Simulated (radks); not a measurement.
Coulomb parameter of the 4f shell of the gadolinium ion Gd+ in the model configuration [Xe] 4f6 5d2 6s1, as a second difference U = [E(n + 0.5) + E(n - 0.5) - 2 E(n)] / (0.5)^2 with all orbitals relaxed. "Bare": the charge of the atom changes with n. "Screened": the 5d shell takes up the change at fixed total charge, which measures U(4f,4f) + U(5d,5d) - 2 U(4f,5d). All-electron calculation, Dirac Kohn-Sham, BLYP, spin-unpolarised, spherical densities, finite nucleus; open shells are shared between the two j in proportion to 2j + 1; Fermi nuclear charge, rms radius 5.1569 fm. Program: a radial shooting solver on a logarithmic mesh with Libxc functionals.

| case | configuration | E - E(n) (eV) |
|---|---|---|
| start | [Xe] 4f6 5d2 6s1 | 0.000 |
| bare +0.5 | [Xe] 4f6.5 5d2 6s1 | -8.774 |
| bare -0.5 | [Xe] 4f5.5 5d2 6s1 | 12.897 |
| screened +0.5 | [Xe] 4f6.5 5d1.5 6s1 | -5.248 |
| screened -0.5 | [Xe] 4f5.5 5d2.5 6s1 | 6.699 |

U(bare) = 16.493 eV, U(screened by 5d) = 5.801 eV, against the Slater integral F0(4f,4f) = 30.809 eV with frozen orbitals.
